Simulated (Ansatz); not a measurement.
```xyz
9

F    -0.5445    2.3007   -0.1329
Ge    0.7092    1.3128    0.5480
O     0.0602   -0.3116    0.6467
Si   -0.6168   -1.3691   -0.4120
H     0.9593    1.8001    1.9735
H     1.8802    1.3637   -0.4383
H    -2.0851   -1.1648   -0.4874
H    -0.0319   -1.1896   -1.7696
H    -0.3307   -2.7421    0.0721
```

The species carries charge 0 and has multiplicity 1.

Task: List the CAM-B3LYP/def2-TZVPP orbital energies in eV (the Gaussian-basis code of Ansatz). (Estimate.)

Result: Ansatz gave: Occupied: -10853.49, -1801.48, -1357.62, -1208.59, -1208.58, -1208.56, -672.90, -522.70, -172.56, -145.97, -122.91, -122.85, -122.79, -101.33, -101.28, -101.27, -36.86, -36.55, -36.40, -36.37, -36.36, -33.29, -29.08, -18.50, -16.40, -14.15, -13.95, -13.92, -12.73, -12.54, -12.39, -11.33, -10.51, -10.29. Lowest empty: 0.86, 1.26, 1.61, 2.45, 2.67, 2.83, 3.04, 3.93.
